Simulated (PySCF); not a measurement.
# Orbital picture of GaF

PBE0 at R = 1.792 Å; basis Ga def2-TZVPP, F def2-TZVPP; no relativity; PySCF 2.14. State: ¹Σ⁺ (singlet), closed shell. Only the outer orbitals are listed, counted within each symmetry.

| orbital | occ. | ε (eV) | on Ga (%) | main shells (%) |
| --- | --- | --- | --- | --- |
| 9σ | 2 | -12.30 | 31 | 67 F p, 27 Ga s |
| 4π | 2 | -10.44 | 6 | 94 F p |
| 4π | 2 | -10.44 | 6 | 94 F p |
| 10σ | 2 | -7.80 | 82 | 69 Ga s, 18 F p, 12 Ga p |
| 5π | 0 | -1.38 | 98 | 96 Ga p |
| 5π | 0 | -1.38 | 98 | 96 Ga p |
| 11σ | 0 | 0.80 | 105 | 92 Ga p |

Which are the highest filled and the lowest empty level, where do they sit, and how wide is the gap?

Highest filled 10σ at -7.80 eV (in %: 69 Ga s, 18 F p, 12 Ga p); lowest empty 5π at -1.38 eV (in %: 96 Ga p); the gap at PBE0 is 6.42 eV.

```
bond order (Mayer)                              : 0.91
⟨S²⟩                                            : 0.000
charge on Ga (Mulliken, basis-dependent)        : 0.41
charge on Ga (Löwdin, basis-dependent)          : 0.20
dipole moment (positive dipole means Ga(−)F(+)) : -2.25 D
polarisability along the bond                   : 32.7 bohr³
polarisability across the bond                  : 31.0 bohr³
```

Shares are Mulliken populations and can fall outside 0 to 100 %.
